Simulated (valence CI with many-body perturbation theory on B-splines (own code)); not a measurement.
**Forbidden lines of Ta⁺**

Level of theory: configuration interaction combined with many-body perturbation theory (CI+MBPT): four valence electrons over a frozen Dirac-Fock core [Xe] 4f14, radial functions for each j: 9 s, 9 p, 10 d, 8 f, 5 g, 3 h, 1 i, with the one-electron correlation potential Σ1 (screened to all orders), the two-electron term Σ2, the three-electron term Σ3, Breit, model QED; selected single and double excitations, second order for the rest, scaled by the run's own slope (own B-spline code, finite nucleus).

Set against measurement, 11 paired levels are off by 281 cm⁻¹ on average, the worst by 824. These come from a selection out of the NIST Handbook of Basic Atomic Spectroscopic Data. Levels without a partner in it may be off by more, other configurations by 1,000 to 4,000 cm⁻¹. Among the levels kept, up to 460 cm⁻¹ of a level comes from second order outside the variational space, and about a tenth of that is noise between levels of different J, which matters for small intervals. 2 measured levels below the end of the list, from 4125 cm⁻¹ on, found no clear computed partner.

Lines 1 to 50 of 95 in falling wavelength, among levels below 32179 cm⁻¹, chosen from the decays that carry over 1 % of a level's rate. Wavelengths and rates use the calculated energies, so an error of 300 cm⁻¹ moves a line at 1393 nm by 4.2 % and its rate by three times that or more. Electric multipoles are in the length gauge, E1 and E2 with the static RPA response of the core. Weak lines are less certain than strong ones. Lines between different terms over intervals too small for the method are left out, as are lines whose strength nearly cancels and 8 of this kind that miss the measured wavelength by over 7 %. Where a level lies close to another of its J and parity, the split of strength between their lines is uncertain. Branching is blank where the lifetime is uncertain.

Names give the largest LS component (configuration and term), which can be under half, so a name can repeat, a term be missing and a line seem to break the LS rules; names also repeat where a configuration has a term twice. Letters in brackets count levels of one name in rising energy.

| λ vac (nm) | λ from measured levels | Upper | Lower | Type | A (s⁻¹) | Branch % |
| --- | --- | --- | --- | --- | --- | --- |
| 13060 |  | 5d4 5D_2 | 5d4 5D_1 | M1 | 1.80e-02 |  |
| 12340 |  | 5d4 5D_1 | 5d4 5D_0 | M1 | 2.16e-02 | 2.5 |
| 9775 | 9696 | 5d3 6s 5F_2 | 5d3 6s 5F_1 | M1 | 6.55e-02 | 100.0 |
| 9326 |  | 5d3 6s 3G_4 | 5d3 6s 3G_3 | M1 | 1.88e-02 |  |
| 9285 |  | 5d4 5D_3 | 5d4 5D_2 | M1 | 3.49e-02 |  |
| 7996 |  | 5d3 6s 5P_2 | 5d3 6s 5P_1 | M1 | 3.44e-02 | 4.2 |
| 7857 |  | 5d3 6s 3P_1 [a] | 5d3 6s 3P_0 [a] | M1 | 3.41e-02 | 20.9 |
| 7105 |  | 5d3 6s 3G_5 | 5d3 6s 3G_4 | M1 | 4.39e-02 | 1.9 |
| 6342 | 6208 | 5d3 6s 5F_3 | 5d3 6s 5F_2 | M1 | 2.58e-01 | 100.0 |
| 5670 | 5638 | 5d3 6s 5F_4 | 5d3 6s 5F_3 | M1 | 2.96e-01 | 100.0 |
| 5622 | 5646 | 5d3 6s 5F_5 | 5d3 6s 5F_4 | M1 | 1.74e-01 | 100.0 |
| 4908 |  | 5d3 6s 3G_3 | 5d3 6s 3F_2 [a] | M1 | 2.81e-02 | 3.1 |
| 4371 |  | 5d3 6s 5P_2 | 5d3 6s 3F_2 [a] | M1 | 1.63e-01 | 19.8 |
| 3602 | 3431 | 5d2 6s2 3F_4 | 5d2 6s2 3F_3 | M1 | 3.83e-01 | 85.2 |
| 3479 |  | 5d3 6s 5P_3 | 5d3 6s 3F_2 [a] | M1 | 7.27e-02 | 8.4 |
| 2826 | 2739 | 5d2 6s2 3F_3 | 5d2 6s2 3F_2 | M1 | 8.84e-01 | 97.8 |
| 2401 |  | 5d3 6s 3F_2 [a] | 5d3 6s 3P_1 [a] | M1 | 1.64e-01 |  |
| 2339 |  | 5d3 6s 3G_3 | 5d2 6s2 3F_3 | M1 | 9.99e-03 | 1.1 |
| 2303 |  | 5d3 6s 3P_0 [a] | 5d3 6s 5F_1 | M1 | 1.49e-02 | 99.6 |
| 2241 |  | 5d4 5D_3 | 5d3 6s 3F_2 [a] | M1 | 2.28e-01 |  |
| 2209 |  | 5d3 6s 5P_2 | 5d2 6s2 3F_3 | M1 | 1.15e-02 | 1.4 |
| 2178 |  | 5d3 6s 3P_1 [a] | 5d3 6s 5F_2 | M1 | 1.04e-02 | 6.4 |
| 2104 |  | 5d3 6s 5P_1 | 5d3 6s 3P_2 [a] | M1 | 1.36e-01 | 9.6 |
| 2028 | 2045 | 5d3 6s 3F_3 [a] | 5d3 6s 3F_2 [a] | M1 | 6.43e-01 |  |
| 1956 |  | 5d3 6s 5P_3 | 5d2 6s2 3F_3 | M1 | 9.40e-03 | 1.1 |
| 1922 |  | 5d3 6s 5P_1 | 5d3 6s 3P_1 [a] | M1 | 4.77e-01 | 33.9 |
| 1870 |  | 5d3 6s 3G_4 | 5d2 6s2 3F_3 | M1 | 1.03e-01 |  |
| 1781 |  | 5d3 6s 3P_1 [a] | 5d3 6s 5F_1 | M1 | 1.13e-01 | 69.1 |
| 1740 |  | 5d3 6s 1G_4 | 5d2 6s2 3F_3 | M1 | 1.75e-01 |  |
| 1738 |  | 5d3 6s 3G_3 | 5d3 6s 3P_2 [a] | M1 | 9.31e-02 | 10.1 |
| 1674 |  | 5d4 5D_0 | 5d3 6s 3P_1 [a] | M1 | 1.44e-02 | 3.6 |
| 1665 |  | 5d3 6s 5P_2 | 5d3 6s 3P_2 [a] | M1 | 1.30e-01 | 15.7 |
| 1578 |  | 5d4 5D_1 | 5d3 6s 3P_2 [a] | M1 | 9.61e-03 | 1.1 |
| 1558 |  | 5d2 6s2 1D_2 [a] | 5d2 6s2 3F_3 | M1 | 1.79e-01 |  |
| 1550 |  | 5d3 6s 5P_2 | 5d3 6s 3P_1 [a] | M1 | 4.23e-02 | 5.1 |
| 1544 |  | 5d3 6s 5P_1 | 5d3 6s 3P_0 [a] | M1 | 5.80e-01 | 41.1 |
| 1517 |  | 5d3 6s 5P_3 | 5d3 6s 3P_2 [a] | M1 | 6.48e-01 | 75.2 |
| 1493 |  | 5d4 5D_3 | 5d2 6s2 3F_3 | M1 | 1.09e-01 |  |
| 1482 |  | 5d3 6s 3G_4 | 5d3 6s 5F_5 | M1 | 1.44e-01 |  |
| 1474 |  | 5d4 5D_1 | 5d3 6s 3P_1 [a] | M1 | 1.96e-01 | 23.0 |
| 1408 |  | 5d4 5D_2 | 5d3 6s 3P_2 [a] | M1 | 1.26e-01 |  |
| 1393 | 1419 | 5d3 6s 3F_2 [a] | 5d3 6s 5F_3 | M1 | 2.29e-02 |  |
| 1341 |  | 5d3 6s 3G_3 | 5d3 6s 5F_4 | M1 | 2.20e-01 | 23.9 |
| 1325 |  | 5d4 5D_2 | 5d3 6s 3P_1 [a] | M1 | 6.28e-01 |  |
| 1280 |  | 5d3 6s 3G_3 | 5d2 6s2 3F_2 | M1 | 3.67e-01 | 39.9 |
| 1280 |  | 5d3 6s 3G_3 | 5d2 6s2 3F_2 | E2 | 2.03e-02 | 2.2 |
| 1266 |  | 5d2 6s2 1D_2 [a] | 5d3 6s 3P_2 [a] | M1 | 2.18e-02 |  |
| 1241 |  | 5d4 5D_1 | 5d3 6s 3P_0 [a] | M1 | 1.29e-01 | 15.1 |
| 1240 |  | 5d3 6s 5P_2 | 5d2 6s2 3F_2 | M1 | 8.16e-02 | 9.9 |
| 1226 |  | 5d3 6s 3G_5 | 5d3 6s 5F_5 | M1 | 1.53e+00 | 64.7 |
